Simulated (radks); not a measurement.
Values are calculated unless marked as measured or tabulated.
Species: Gd. Configuration: [Xe] 4f7 5d1 6s2 (the NIST ground configuration). Level of theory: scalar-relativistic Kohn-Sham, PBE, spin-unpolarised, spherical densities, finite nucleus; Fermi nuclear charge, rms radius 5.1569 fm (a radial shooting solver on a logarithmic mesh with Libxc functionals). Some entries of the table are withheld. Estimate them.

orbital,occ.,eigenvalue (hartree),<r> (bohr),r(max) (bohr)
1s,2,-1840.965,0.02191,0.01392
2s,2,-303.9798,0.09329,0.07901
2p,6,-270.5337,0.08237,0.06395
3s,2,(1),0.2444,0.2242
3p,6,-57.02657,0.2430,(2)
3d,10,-43.33900,0.2212,0.1801
4s,2,-13.57430,0.5528,(3)
4p,6,-10.15741,0.5851,0.5380
4d,10,-5.42866,0.6359,0.5588
5s,2,-1.82758,1.333,(4)
5p,6,-1.00201,1.561,1.355
4f,7,-0.31968,0.8661,(5)
6s,2,-0.15161,3.991,3.393
5d,1,-0.09311,2.848,1.958

Answer. 
(1) 3s eigenvalue (hartree): -67.39070
(2) 3p r(max) (bohr): 0.2200
(3) 4s r(max) (bohr): 0.5156
(4) 5s r(max) (bohr): 1.196
(5) 4f r(max) (bohr): 0.5668
